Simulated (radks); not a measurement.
Values are calculated unless marked as measured or tabulated.
Initial-state core-level shifts of the molybdenum ion Mo2+ when its valence configuration changes from [Kr] 4d4. Code: a radial shooting solver on a logarithmic mesh with Libxc functionals. Model: Dirac Kohn-Sham, PBEsol, spin-unpolarised, spherical densities, finite nucleus; open shells fill j = l - 1/2 first; Fermi nuclear charge, rms radius 4.4091 fm. Shifts are changes of the shell-averaged eigenvalues in eV (positive: less bound); the change of the density at the nucleus, which sets a Mossbauer isomer shift, is in e/bohr^3, on a base of 9.071e+04.

valence,2p,3p,3d,4s,density at nucleus
4d3 5p1,-5.693,-5.592,-5.619,-5.082,+3.268
4d2 5p2,-11.755,-11.495,-11.557,-10.274,+7.400
4d3 5s1,-4.620,-4.502,-4.530,-4.008,+22.312
4d2.5 5s1.5,-7.087,-6.890,-6.935,-6.087,+34.870
4d2 5s2,-9.654,-9.364,-9.427,-8.209,+48.466
4d1 5p3,-18.302,-17.813,-17.919,-15.655,+12.155
4d2.5 5s0.5 5p1,-8.154,-7.973,-8.017,-7.146,+15.209
4d2.5 5s1 5p0.5,-7.623,-7.433,-7.478,-6.619,+25.094
4d3.5 5s0.5,-2.257,-2.203,-2.217,-1.976,+10.708
